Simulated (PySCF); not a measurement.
Isomers of C4H11ClSi2. Method: PySCF, PBE0-D3(BJ)/def2-SVP geometry optimisation, gas phase. Energies are electronic, without zero-point or thermal terms, for one conformer each. No frequencies were run at this level. Point groups hold within 0.08 Å.

Question: Order them by energy at this level, lowest first, and give relative energies in kcal/mol.
A. `[CH2:1]=[C:2]([CH3:3])[Si@H:4]([Cl:5])[CH2:6][SiH3:7]` with C1–C2–Si4–Cl5 127°, C2–Si4–C6–Si7 74°
B. `[CH2:1]=[CH:2][CH2:3][SiH2:4][SiH2:5][CH2:6][Cl:7]` with C1–C2–C3–Si4 114°, C2–C3–Si4–Si5 -55°, C3–Si4–Si5–C6 58°, Si4–Si5–C6–Cl7 48°

Answer: A (0.0), B (41.5).

As drawn, the higher has an Si–Si bond, which the lower lacks.

```json
{"SMILES": "C=C(C)[Si@H](Cl)C[SiH3]", "E (Eh)": "-1197.26018", "E rel (kcal/mol)": "0.0", "dipole (D)": "2.05", "point group": "C1", "A, B, C (MHz)": "1664, 1072, 776.5"}
{"SMILES": "C=CC[SiH2][SiH2]CCl", "E (Eh)": "-1197.19408", "E rel (kcal/mol)": "41.5", "dipole (D)": "1.43", "point group": "C1", "A, B, C (MHz)": "1494, 1064, 819.9"}
```

Question: How do the relative energies change in single points at KT3/pcSseg-1 (no added dispersion term) on the same geometries?

Answer: 
```json
{"SMILES": "C=C(C)[Si@H](Cl)C[SiH3]", "PBE0-D3(BJ)/def2-SVP (kcal/mol)": "0.0", "KT3/pcSseg-1 (kcal/mol)": "0.0", "shift": "0.0"}
{"SMILES": "C=CC[SiH2][SiH2]CCl", "PBE0-D3(BJ)/def2-SVP (kcal/mol)": "41.5", "KT3/pcSseg-1 (kcal/mol)": "39.8", "shift": "-1.7"}
```

Each column counts from its own lowest isomer. The order is unchanged; the largest shift is 1.7 kcal/mol.
